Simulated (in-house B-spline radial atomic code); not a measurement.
Radial electron density of Ir V (Ir4+), [Kr] 4d10 4f14 5s2 5p5 5d5 9f1. Computed with a radial B-spline atomic code at the basis-set limit: Dirac-Hartree-Fock, average of configuration, Fermi nucleus of rms radius 5.4032 fm.

Columns: r (bohr), 4πr²n(r) (electrons per bohr), bar.

```
0.000571    3.954 #
0.000743    5.973 ##
0.000966    8.929 ###
 0.00126    13.26 ####
 0.00163     19.2 ######
 0.00213    27.69 #########
 0.00276    38.59 ############
  0.0036    52.64 ################
 0.00468    68.83 #####################
 0.00608     85.7 ###########################
 0.00791    100.5 ###############################
  0.0103    109.4 ##################################
  0.0134    109.7 ##################################
  0.0174    103.2 ################################
  0.0226    97.71 ##############################
  0.0294    103.9 ################################
  0.0383    123.8 #######################################
  0.0498    141.2 ############################################
  0.0647    135.5 ##########################################
  0.0842      115 ####################################
   0.109    114.4 ####################################
   0.142    131.2 #########################################
   0.185    115.9 ####################################
   0.241    77.18 ########################
   0.313    74.23 #######################
   0.407    83.94 ##########################
    0.53    60.76 ###################
   0.689    31.61 ##########
   0.896    19.65 ######
    1.16    13.64 ####
    1.51    6.911 ##
    1.97    2.259 #
    2.56    0.448 
    3.33  0.05036 
    4.33   0.0304 
    5.64 4.536e-05 
    7.33  0.03878 
    9.53 0.0005351 
    12.4  0.05108 
    16.1  0.02581 
      21   0.0942 
    27.3 0.007615 
    35.5 3.101e-05 
    46.1 4.24e-09 
    59.4 8.165e-15
```

On this grid the curve has 7 maxima, near 0.0134, 0.0498, 0.142, 0.407, 7.33, 12.4, 21 bohr.

The 5d3/2 radial function P(r) = rR(r), positive near the nucleus, with its small component Q(r) (sign convention: Q ≈ (P' + κP/r)/2c):

```tsv
r (bohr)	P	Q
0.00608	0.001274	0.002581
0.0103	0.004684	0.006243
0.0174	0.01665	0.01376
0.0294	0.05417	0.02612
0.0498	0.1475	0.03813
0.0842	0.2825	0.03287
0.142	0.2468	0.0007967
0.241	-0.2096	-0.02206
0.407	-0.432	-0.002826
0.689	0.3288	0.01345
1.16	0.9564	0.006549
1.97	0.5676	-0.0001588
3.33	0.086	-0.0003105
5.64	0.001476	-8.131e-06
```
